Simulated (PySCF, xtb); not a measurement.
C₄H₄N, SMILES C1=C[N]C=C1 (connectivity only; charge and spin as stated), charge -1, multiplicity 1. Atoms are numbered in the order given.

```xyz
9

C      0.0000    -0.7112    -0.9531
C      0.0000    -1.0836     0.4045
N      0.0000     0.0000     1.2284
C      0.0000     1.0836     0.4045
C      0.0000     0.7112    -0.9531
H      0.0000    -1.3757    -1.8203
H      0.0000    -2.0989     0.8128
H      0.0000     2.0989     0.8128
H      0.0000     1.3757    -1.8203
```
Charge -1, spin multiplicity 1.

Geometry: B3LYP-D3(BJ)/def2-SVPD. The spin state was assumed, not searched. The isomer is the one that the SMILES or the coordinates give; other isomers of the formula were not compared.

Level of theory: C-PCM-PBE0/def2-SVPD (PySCF).

The values are the electrostatic part of the solvation free energy, E(continuum) − E(gas) at the gas-phase geometry, in a cavity of scaled van der Waals radii (PySCF's table); cavitation and dispersion terms are not included. In vacuum the orbital gap is 5.60 eV.

```
solvent             ε  ΔG(elec) (kcal/mol)  gap (eV)
--------------  -----  -------------------  --------
water           78.36                -61.8      6.51
acetone         20.49                -59.4      6.48
ethylethanoate   5.99                -51.8      6.38
```

For comparison, GFN2-xTB/ALPB(water) (xtb, at the GFN2-xTB geometry, all terms of that model) gives -59.6 kcal/mol.
